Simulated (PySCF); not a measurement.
**Löwdin shares of the frontier orbitals**

Compound: C₈H₈F (charge +1).
Numbering: `[F:1][CH2:2][CH+:3][c:4]1[cH:5][cH:6][cH:7][cH:8][cH:9]1` (hydrogens: H10, H11 on C2; H12 on C3; H13 on C5; H14 on C6; H15 on C7; H16 on C8; H17 on C9)

Cartesian coordinates in Å at the GFN2-xTB level; atoms count from 1:
```
atom  x, y, z in Å
F1     2.4920   -1.5581    0.5597
C2     2.7310   -0.3904   -0.0812
C3     1.5634    0.4185   -0.4133
C4     0.2199    0.2109   -0.1607
C5    -0.7082    1.2091   -0.6086
C6    -2.0498    1.0753   -0.3667
C7    -2.5255   -0.0456    0.3216
C8    -1.6484   -1.0402    0.7609
C9    -0.3001   -0.9301    0.5310
H10    3.4194    0.2006    0.5504
H11    3.2944   -0.6249   -1.0022
H12    1.8333    1.3300   -0.9383
H13   -0.3324    2.0717   -1.1382
H14   -2.7427    1.8315   -0.7031
H15   -3.5838   -0.1430    0.5163
H16   -2.0359   -1.9003    1.2852
H17    0.3666   -1.7030    0.8773
```

Computed with TDDFT CAM-B3LYP/def2-SVPD, vertical, gas phase, core orbitals frozen in the response in PySCF 2.14.0, density-fitted response routines.

Kohn–Sham orbitals with the atoms that hold most of them (Löwdin shares over 4%, at most four atoms; ? is withheld):

| orbital | ε (eV) | atoms |
| --- | --- | --- |
| LUMO+2 | -3.36 | C4 22%, C7 16%, C3 14%, C6 12% |
| LUMO+1 | -4.03 | C8 20%, C5 19%, C6 18%, C9 17% |
| LUMO | ? | C3 30%, C7 15%, C9 11%, C5 11% |
| HOMO | -13.81 | ? |
| HOMO-1 | -14.43 | ? |
| HOMO-2 | -15.93 | F1 18%, C9 11%, C4 8%, C5 8% |
| HOMO-3 | -16.46 | F1 48%, C2 17%, H10 7%, H11 7% |

Q: Which atoms hold the HOMO-1, and with what shares?

A: C4 (bonded to 3 C) 20%; C7 (bonded to 2 C and H) 20%; C3 (bonded to 2 C and H) 13%; C8 (bonded to 2 C and H) 10%.

Q: Give the leading atoms of the HOMO.

A: C9 (bonded to 2 C and H) 21%; C5 (bonded to 2 C and H) 21%; C8 (bonded to 2 C and H) 20%; C6 (bonded to 2 C and H) 20%.

Q: What is the LUMO energy, and the HOMO–LUMO gap?

A: ε(LUMO) = -7.56 eV; the gap is 6.25 eV (0.2298 hartree).

Q: How does S1 compare with the orbital gap of 6.25 eV?

A: S1 is at 3.32 eV (f = 0.031), 2.93 eV below the gap, made of HOMO→LUMO (99%). 

Q: One configuration dominates each of S1, S2 and S3. Which, and how do the shares of the two leading atoms of either orbital change from the occupied to the empty one?

A: 
- S1 (3.32 eV, f 0.031), HOMO→LUMO (99%): C9 21% → 11%, C5 21% → 11%, C3 at most 19% → 30%, C7 at most 19% → 15%
- S2 (4.57 eV, f 0.533), HOMO-1→LUMO (96%): C4 20% → at most 11%, C7 20% → 15%, C3 13% → 30%
- S3 (4.76 eV, f 0.0001), HOMO-2→LUMO (97%): F1 18% → at most 11%, C9 11% → 11%, C3 at most 9% → 30%, C7 at most 9% → 15%

One conformer stands for the species.
